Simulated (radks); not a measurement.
Q: The molybdenum ion Mo12+ is in [Ar] 3d10 4s2. Method: non-relativistic Kohn-Sham, PBE, spin-polarised, spherical densities, point nucleus; computed with a radial shooting solver on a logarithmic mesh with Libxc functionals. Open shells are filled with parallel spins first. One electron is removed from 3d, 3p, 4s, 3s in turn, with full relaxation. Which removal costs least, and what does each cost?

A: 4s 275.07 eV; 3d 486.28 eV; 3p 633.66 eV; 3s 714.64 eV. The 4s electron leaves first.
